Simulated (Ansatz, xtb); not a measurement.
## C2H9NSi (SMILES CN(C)[SiH3]): methods side by side

C2H9NSi: 13 atoms, total charge 0, spin state singlet. SMILES: `CN(C)[SiH3]`. The coordinates come from a PBE0-D4/def2-TZVP relaxation.

Each level gives the HOMO–LUMO gap (eV). The values are calculated.

```json
{"level": "GFN2-xTB", "kind": "semi-empirical", "program": "xtb", "value (eV)": "5.06", "CPU time": "under 2 s"}
{"level": "HF/6-31G* (spherical functions)", "kind": "Hartree–Fock", "program": "Ansatz", "value (eV)": "13.81", "CPU time": "1.5 s"}
{"level": "SVWN5/6-31G* (spherical functions)", "kind": "LDA", "program": "Ansatz", "value (eV)": "4.83", "CPU time": "2.4 s"}
{"level": "PBE/6-31G* (spherical functions)", "kind": "GGA", "program": "Ansatz", "value (eV)": "5.04", "CPU time": "3.5 s"}
{"level": "revPBE/6-31G* (spherical functions)", "kind": "GGA", "program": "Ansatz", "value (eV)": "5.14", "CPU time": "3.5 s"}
{"level": "r2SCAN/6-31G* (spherical functions)", "kind": "meta-GGA", "program": "Ansatz", "value (eV)": "5.75", "CPU time": "5.7 s"}
{"level": "B3LYP/6-31G* (spherical functions)", "kind": "global hybrid", "program": "Ansatz", "value (eV)": "6.84", "CPU time": "4.3 s"}
{"level": "CAM-B3LYP/6-31G* (spherical functions)", "kind": "range-separated hybrid", "program": "Ansatz", "value (eV)": "9.65", "CPU time": "5 s"}
{"level": "B2PLYP/6-31G* (spherical functions)", "kind": "double hybrid", "program": "Ansatz", "value (eV)": "9.71", "CPU time": "5.9 s"}
```

The values span 4.83 to 13.81 eV. Orbital gaps aren't excitation energies, and those of double hybrids come from the SCF part alone; they tend to grow with the share of exact exchange. In so small a basis fixed costs decide the times, and correlated methods can beat functionals. Times are those of the runs behind each value, whatever else they computed, on shared processors of several kinds: orders of magnitude only.
